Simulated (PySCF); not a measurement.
C6H14O, charge -1, doublet, at the geometry of the source list (a state made from the parent by changing its charge; the spin is typed, not shown lowest) (in this run its highest filled SCF level lies above zero, so its values depend strongly on the basis, on diffuse functions most of all). Base run: M062X/STO-3G in PySCF.

Geometry (Å):
```xyz
21

C     -2.3203     0.6002    -0.7285
C     -1.1426     0.3795     0.2203
C     -1.4814    -0.7122     1.2297
C      0.1151     0.0347    -0.5857
C      1.4169     0.0506     0.2242
C      2.6272     0.2288    -0.6952
O      1.5123    -1.1648     0.9420
H     -3.2158     0.8602    -0.1678
H     -2.5240    -0.3053    -1.2968
H     -2.1105     1.4060    -1.4296
H     -0.9584     1.3146     0.7631
H     -2.3628    -0.4376     1.8084
H     -1.6842    -1.6507     0.7155
H     -0.6512    -0.8755     1.9107
H      0.2147     0.7548    -1.4004
H      0.0043    -0.9603    -1.0202
H      1.3890     0.8931     0.9377
H      2.5818     1.1879    -1.2040
H      3.5524     0.1891    -0.1202
H      2.6485    -0.5655    -1.4387
H      2.3891    -1.2278     1.3353
```
Charge -1, spin multiplicity 2.
Orbitals are unrestricted.
All else is at PySCF's defaults.
Base energy -307.96488 Eh.

Variants of this job, named by their change:

```csv
change,ΔE vs base (µEh),grid points,electrons on the grid
base,0.0,236104,58.99998
grids.level = 7,18.4,1308072,59.00000
grids.level = 5,16.9,630408,59.00000
grids.level = 1,1171,70872,58.99959
grids.becke_scheme = stratmann,-3.1,236104,58.99998
grids.radi_method = delley,-1.3,255688,58.99998
"grids.atom_grid = (75, 302)",0.1,306528,58.99998
grids.radi_method = gauss_chebyshev,2.4,230704,58.99998
grids.level = 4,24.1,419824,58.99999
"grids.atom_grid = (99, 590)",22.1,684200,59.00000
grids.radi_method = mura_knowles,3.7,225952,58.99998
```

Open shells are given as the SCF converged; they aren't shown to be the lowest states, and a large step between rows can be another state.
